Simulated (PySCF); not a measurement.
## Radial density of Be+ (beryllium, charge +1)

UHF, [He] 2s1, 2S determinant. All numbers are calculated (PySCF 2.14, scalar relativity by spin-free X2C-1e, in aug-cc-pVDZ-DK (4s3p2d, 23 functions)).

| r (bohr) | 4πr²ρ (e/bohr) | 4πr²(ρα − ρβ) |
| --- | --- | --- |
| 0.00835 | 0.02893 | 0.0005 |
| 0.0141 | 0.07836 | 0.0014 |
| 0.0236 | 0.2038 | 0.0038 |
| 0.0398 | 0.5070 | 0.0094 |
| 0.0669 | 1.155 | 0.0216 |
| 0.112 | 2.289 | 0.0428 |
| 0.189 | 3.579 | 0.0640 |
| 0.318 | 3.822 | 0.0535 |
| 0.535 | 2.196 | 0.0038 |
| 0.900 | 0.5563 | 0.0859 |
| 1.51 | 0.4318 | 0.4122 |
| 2.55 | 0.3773 | 0.3772 |
| 4.28 | 0.05065 | 0.0506 |
| 7.21 | 0.0005313 | 0.0005 |
| 12.1 | 1.154e-05 | 0.0000 |

Densities and radii are taken from the X2C orbitals without a picture-change correction, which distorts them close to the nucleus.
